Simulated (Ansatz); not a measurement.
Born–Oppenheimer molecular dynamics of Cl3H2O2Ta (8 atoms, charge 0, multiplicity 1). It goes on from the last frame of an earlier run, with new velocities.

Level of theory: RKS PBE-D4/def2-SVP in Ansatz.

| Property | Result |
| --- | --- |
| ensemble | NVT, Langevin thermostat |
| time step | 0.5 fs |
| steps asked | 150 |
| set temperature | 500 K |
| friction | 0.005 /fs |
| masses | H 10 u |
| seed | 550902 |

First frame:

```xyz
8
Properties=species:S:1:pos:R:3
Ta -0.037 0.049 -0.040
O 1.870 -0.195 0.000
H 2.412 -0.356 0.802
Cl -0.064 -0.114 2.344
Cl -0.003 -0.156 -2.461
Cl -1.048 2.124 0.029
O -1.217 -1.495 -0.006
H -1.456 -1.726 0.910
```

How far do the bonds stretch over the last three quarters of this one trajectory? (Pairs bonded in most of those frames.)


```json
{"bond": "Ta1–O2", "mean (Å)": "1.908", "spread (Å)": "0.051", "shortest": "1.83", "longest": "1.98"}
{"bond": "Ta1–Cl4", "mean (Å)": "2.430", "spread (Å)": "0.018", "shortest": "2.39", "longest": "2.45"}
{"bond": "Ta1–Cl5", "mean (Å)": "2.293", "spread (Å)": "0.055", "shortest": "2.23", "longest": "2.42"}
{"bond": "Ta1–Cl6", "mean (Å)": "2.322", "spread (Å)": "0.032", "shortest": "2.25", "longest": "2.36"}
{"bond": "Ta1–O7", "mean (Å)": "1.906", "spread (Å)": "0.025", "shortest": "1.87", "longest": "1.95"}
{"bond": "O2–H3", "mean (Å)": "0.978", "spread (Å)": "0.017", "shortest": "0.95", "longest": "1.00"}
{"bond": "O7–H8", "mean (Å)": "0.984", "spread (Å)": "0.017", "shortest": "0.95", "longest": "1.01"}
```

Mean temperature of the second half: 387 K. The mean temperature of the second half is 23 % below the set value. A run of 0.075 ps of so small a system gives no equilibrium averages.

The run took 14 min on 2 threads of Arm Neoverse N1 (shared host), peak memory 0.2 GiB.
